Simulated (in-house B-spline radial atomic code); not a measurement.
A run on an ion of nuclear charge 58 with 58.8 electrons that did not converge. Method: scalar-relativistic (X2C) LDA PW92, spin-polarised, spherical fractional occupations, Fermi nucleus of rms radius 4.8771 fm; computed with a B-spline radial code for spherical atoms.

Command:
```bash
python run_scf.py task.json out
```
Settings (nuclear radius in fm, mass in u):
```
Z                58
configuration    [Xe] 4f1.8 5d1 6s2
hamiltonian      x2c
method           lda,pw
spin_polarised   True
nucleus          fermi
rms_radius       4.8771
atomic_mass      139.90545
speed_of_light   137.035999084
```

First and last ten iterations of the last attempt (damped for 15 steps, keeping 80 % of the old Fock matrix, then DIIS):
```
 iter        energy (Eh)    residual
    1       -8844.830262    4.58e-01
    2       -8844.073973    4.84e-01
    3       -8848.530475    3.01e-01
    4       -8850.692396    1.79e-01
    5       -8851.682190    1.02e-01
    6       -8852.110086    5.46e-02
    7       -8852.285113    2.87e-02
    8       -8852.353202    1.66e-02
    9       -8851.533039    7.81e-02
   10       -8852.230714    4.20e-02
  111       -8851.440797    7.94e-02
  112       -8851.443478    7.93e-02
  113       -8852.357314    2.02e-02
  114       -8852.354701    2.11e-02
  115       -8850.192413    9.02e-02
  116       -8850.177544    9.07e-02
  117       -8850.174630    9.11e-02
  118       -8850.188608    8.97e-02
  119       -8850.200185    8.99e-02
  120       -8850.275454    8.79e-02
 not converged after 120 iterations
```

The smallest residual met was 5.6e-03; the threshold is about 6e-07. No energy from this run should be used. The likely cause: this method binds the added charge weakly or not at all at the basis-set limit, so charge moves back and forth between the atom and the box. Run time, properties included: 2.4 s on 1 thread of Intel(R) Xeon(R) Platinum 8375C CPU @ 2.90GHz (shared host).
